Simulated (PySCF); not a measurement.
GaF⁺: from constants to spectrum

UHF-CCSD(T) constants of GaF⁺, ²Σ⁺ (doublet), unpaired electrons σ ↑ (Ga def2-TZVPPD, F def2-TZVPPD; no relativity (PySCF 2.14); masses 68.9256 and 18.9984 u):

- ωe: 751.6 cm⁻¹
- ωexe: 4.02 cm⁻¹
- Be: 0.39189 cm⁻¹
- αe: 0.00283 cm⁻¹
- D (centrifugal): 4.26e-07 cm⁻¹
- De to Ga⁺ + F: 1.64 eV

(1) Give the vibrational terms G(v) and spacings up to v = 3.

Correlated steps freeze 10 core orbitals. Spin–orbit coupling is left out. For an ion De counts to the pair picked by the measured ionisation energies or electron affinities, which need not be the lowest pair at this level. The state was picked by a PBE0 search and need not be the measured ground state.

Results:

(1) G(v) = ωe(v+½) − ωexe(v+½)².

```tsv
v	G(v) (cm⁻¹)	G(v) − G(v−1)	Bv (cm⁻¹)
0	375		0.3905
1	1118	744	0.3876
2	1854	736	0.3848
3	2581	727	0.3820
```
